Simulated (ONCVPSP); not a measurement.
**Configuration tests for Sn (ONCV)**

* Element: Sn
* Generator: ONCVPSP 4.0.1
* Type: optimised norm-conserving Vanderbilt (ONCV)
* Functional: LDA (Perdew-Zunger)
* Relativity: scalar-relativistic
* Frozen core: [Ar] 3d10
* Valence charge: 22
* Reference configuration: 4s2 4p6 4d10 5s2 5p1 (charge +1)
* Partial waves: 4s+5s: rc 1.30 bohr, ncon 4, nbas 8, qcut 7.7 1/bohr, 2 projectors; 4p+5p: rc 1.75 bohr, ncon 5, nbas 8, qcut 6.5 1/bohr, 2 projectors; 4d: rc 1.65 bohr, ncon 4, nbas 9, qcut 8.5 1/bohr, 2 projectors, debl 2.9 Ha; f scattering state at 0.27 Ha: rc 1.55 bohr, ncon 4, nbas 9, qcut 6.3 1/bohr, 2 projectors, debl 3.7 Ha
* Local potential: polynomial inside 1.00 bohr (lpopt 5, dvloc0 4 Ha)
* Core correction: Teter function, fcfact 2.5, rcfact 1.6

Energies are relative to the spin-unpolarised reference configuration 4s2 4p6 4d10 5s2 5p1; without spin polarisation the order of configurations can differ from experiment.

Q: Give the all-electron excitation energy and the error of the potential for: 4s2 4p6 4d10 5s2 5p2; 4s2 4p6 4d10 5s2 5p0; 4s2 4p6 4d10 5s1 5p0; 4s2 4p5 4d10 5s2 5p2.

A:

| valence configuration | charge | ΔE all-electron (eV) | error AE − PS (meV) |
| --- | --- | --- | --- |
| 4s2 4p6 4d10 5s2 5p2 | 0 | -7.098 | +1.5 |
| 4s2 4p6 4d10 5s2 5p0 | +2 | 14.264 | -3.5 |
| 4s2 4p6 4d10 5s1 5p0 | +3 | 45.715 | -13 |
| 4s2 4p5 4d10 5s2 5p2 | +1 | 90.294 | -119 |
